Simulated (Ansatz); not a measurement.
`C[N](C)[Ta](=[NH])([N](C)C)[N](C)C`, one more setting.

```yaml
crystal:
  periodic: [false, false, false]
  atoms:
    - {symbol: C, position_ang: [-2.360892, -0.680518, -0.090649]}
    - {symbol: N, position_ang: [-1.535381, -0.015122, -0.981431]}
    - {symbol: C, position_ang: [-2.175569, 0.256955, -2.178067]}
    - {symbol: Ta, position_ang: [0.237132, 0.494202, -0.438109]}
    - {symbol: N, position_ang: [0.819115, 1.695023, -1.501323]}
    - {symbol: N, position_ang: [0.196830, 1.206514, 1.347267]}
    - {symbol: C, position_ang: [0.297981, 2.529028, 1.743008]}
    - {symbol: C, position_ang: [0.128028, 0.344839, 2.429171]}
    - {symbol: N, position_ang: [1.409684, -1.027745, -0.511878]}
    - {symbol: C, position_ang: [0.971173, -2.255456, -0.044811]}
    - {symbol: C, position_ang: [2.680192, -1.103542, -1.055893]}
    - {symbol: H, position_ang: [-3.234475, -0.125262, 0.117888]}
    - {symbol: H, position_ang: [-2.663375, -1.620992, -0.464116]}
    - {symbol: H, position_ang: [-1.881444, -0.847576, 0.830531]}
    - {symbol: H, position_ang: [-3.043042, 0.840115, -2.025711]}
    - {symbol: H, position_ang: [-2.477780, -0.631642, -2.662159]}
    - {symbol: H, position_ang: [-1.538115, 0.780291, -2.821110]}
    - {symbol: H, position_ang: [1.148230, 2.374393, -2.102046]}
    - {symbol: H, position_ang: [1.148381, 2.684355, 2.350033]}
    - {symbol: H, position_ang: [0.373386, 3.154101, 0.907934]}
    - {symbol: H, position_ang: [-0.545225, 2.827026, 2.304692]}
    - {symbol: H, position_ang: [0.972022, 0.441293, 3.056314]}
    - {symbol: H, position_ang: [-0.729071, 0.524552, 3.019560]}
    - {symbol: H, position_ang: [0.092796, -0.660398, 2.121681]}
    - {symbol: H, position_ang: [-0.010081, -2.199121, 0.329675]}
    - {symbol: H, position_ang: [0.962654, -2.981710, -0.811243]}
    - {symbol: H, position_ang: [1.585248, -2.620995, 0.732855]}
    - {symbol: H, position_ang: [2.975467, -0.169671, -1.422522]}
    - {symbol: H, position_ang: [2.716633, -1.797583, -1.851360]}
    - {symbol: H, position_ang: [3.387527, -1.415739, -0.336531]}
basis:
  gaussian: {orbitals: ANO-RCC-VTZP, fitting: {mean_field: cc-pVTZ-jkfit}}
magnetization: {spin_polarized: false, initial_magnetization: 2}
hamiltonian: {xc: {name: r2SCAN}, dispersion: d3bjatm, pseudopotentials: {relativity: scalar}}
```

```sh
$ ansatz run in.yaml --threads 11 --pin off --events-out ev --progress --plain --max-ram 110592MiB --backend cuda --devices 0, --max-vram 75GiB
```

Output, abridged:

```
Functional definition: r2SCAN
Error: <dir> the basis set cc-pVTZ-JKFIT has no functions for Ta
```

Run time 1.3 s (11 threads of an AMD EPYC 7R13 on a shared host and a whole NVIDIA H100 80 GB); peak host memory 0.76 GiB.
